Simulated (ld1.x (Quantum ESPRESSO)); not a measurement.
**Logarithmic derivatives: Sb, TM**

```json
{
  "Element": "Sb (Z = 51)",
  "Generator": "ld1.x (Quantum ESPRESSO) 7.5",
  "Type": "norm-conserving Troullier–Martins (Kleinman–Bylander form)",
  "Functional": "PBE",
  "Relativity": "fully relativistic",
  "Frozen core": "[Kr]",
  "Valence charge": "15",
  "Reference configuration": "4d10 5s1.5 5p3.5",
  "Partial waves": "5s (bound): rc 1.60 bohr; 5p (bound): rc 2.50 bohr; 4d (bound): rc 1.50 bohr",
  "Local potential": "all-electron potential smoothed inside 1.65 bohr (lloc = -2)",
  "Core correction": "Bessel-smoothed model core inside 0.94 bohr"
}
```

Open shells are filled in proportion to 2j + 1 (rel_dist='average').

The phase is arctan(r·u′/u) with u = r·R(r), unwrapped; energies in Ry, scanned from -5 to 5 Ry. A pole is an energy at which the radial function vanishes at the test radius. The pseudo phase is shifted by a multiple of π to meet the all-electron one at the reference energy, and phase errors are pseudo minus all-electron; the curves can meet again beyond the range given. Levels narrower than the energy grid can be missing from the lists of poles.

For each channel, where are the poles, and over which energies does the pseudopotential scatter like the atom?

```tsv
channel	radius (bohr)	reference energy (Ry)	poles, all-electron	poles, pseudo	unbroken range about the reference energy with phases within 0.05 rad	phase error 1 Ry above the reference energy (rad)
s	2.72	-0.97	-0.01	-0.09, 1.02	below 0.3	-0.022
p1/2	2.72	-0.41	1.06	0.98, 4.51	below 1.9	-0.008
p3/2	2.72	-0.36	1.26	1.14, 4.32	below 1.9	-0.009
d3/2	2.72	-2.57	-2.53, 3.31	-2.53, 3.54	below 0.5	+0.001
d5/2	2.72	-2.48	-2.44, 3.37	-2.44, 3.59	below 0.5	+0.001
```

Phases in the s channel:

| E (Ry) | all-electron | pseudo |
| --- | --- | --- |
| -5.00 | 1.381 | 1.381 |
| -4.48 | 1.366 | 1.365 |
| -3.96 | 1.345 | 1.345 |
| -3.44 | 1.317 | 1.316 |
| -2.92 | 1.274 | 1.272 |
| -2.40 | 1.198 | 1.195 |
| -1.88 | 1.018 | 1.013 |
| -1.36 | 0.217 | 0.208 |
| -0.84 | -1.187 | -1.188 |
| -0.32 | -1.493 | -1.502 |
| 0.20 | -1.609 | -1.645 |
| 0.72 | -1.683 | -3.390 |
| 1.24 | -1.751 | -4.778 |
| 1.76 | -1.835 | -4.864 |
| 2.28 | -1.970 | -4.945 |
| 2.80 | -2.272 | -5.063 |
| 3.32 | -3.154 | -5.305 |
| 3.84 | -4.064 | -6.005 |
| 4.36 | -4.375 | -7.061 |
| 4.88 | -4.506 | -7.463 |
